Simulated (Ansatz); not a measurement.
`[BH2][SnH2][CH3]` + `C#C` → `[BH2][SnH2][C]#C` + CH₄  (formal exchange of groups at the Sn–C bond)

Isolated molecules relaxed with PBE0-D4/def2-TZVP in Ansatz; ΔE leaves out vibrations. CCSD(T)/CBS is the MP2 limit (def2-TZVPP, def2-QZVPP) plus CCSD(T) − MP2 in def2-TZVPP, frozen cores. This one scheme is used for every species. Functionals use def2-TZVPP. Elements past krypton have def2 core potentials. For Sn outer-core shells are correlated without core-valence functions, which leaves a few kJ/mol of doubt a bond.

`[BH2][SnH2][CH3]`:

```xyz
10

B     2.033   -0.467   -0.013
Sn    0.123    0.657   -0.388
C    -1.625   -0.315    0.391
H     2.053   -1.475    0.629
H     3.068   -0.063   -0.451
H    -0.100    0.905   -2.071
H     0.231    2.217    0.319
H    -1.747   -1.293   -0.076
H    -1.525   -0.451    1.468
H    -2.512    0.285    0.191
```

`C#C`:

Cartesian coordinates in Å:
```
C -0.216 0.328 -0.452
C 0.216 -0.328 0.452
H -0.600 0.911 -1.256
H 0.600 -0.911 1.256
```

`[BH2][SnH2][C]#C`:

```xyz
9

B     0.498   -1.941   -0.501
Sn    0.890    0.204    0.019
C    -0.895    1.241    0.341
C    -1.944    1.812    0.520
H     1.414   -2.675   -0.719
H    -0.614   -2.365   -0.565
H     1.711    1.036   -1.227
H     1.806    0.368    1.451
H    -2.867    2.320    0.680
```

CH₄:

```xyz
5

C     0.000    0.000    0.000
H    -0.113   -1.054    0.254
H     0.247    0.566    0.898
H    -0.933    0.374   -0.420
H     0.799    0.113   -0.732
```

Task: Is it downhill or uphill in electronic energy at CCSD(T)/CBS, and by how much? (Best estimate.)

Result: Computed: Downhill: ΔE = -10.4 kcal/mol.

Task: What do these levels give: PBE-D4, r2SCAN, MP2/def2-TZVPP, SCS-MP2/def2-TZVPP, HF/def2-QZVPP, HF/CBS(def2)? (An estimate is asked.)

Result: The calculation gave: PBE-D4 -10.1, r2SCAN -11.0, MP2/def2-TZVPP -11.8, SCS-MP2/def2-TZVPP -12.1, HF/def2-QZVPP -12.6, HF/CBS(def2) -12.5 kcal/mol.

Largest T1 diagnostic among the species: 0.014.

At CCSD(T), def2-SVP lies −1.4 kcal/mol from the extrapolated value and def2-TZVPP −1.0 kcal/mol. In def2-TZVPP, CCSD(T) changes the Hartree–Fock value by +1.2 kcal/mol (the triples alone add −0.1 kcal/mol) and MP2 by +0.8 kcal/mol.
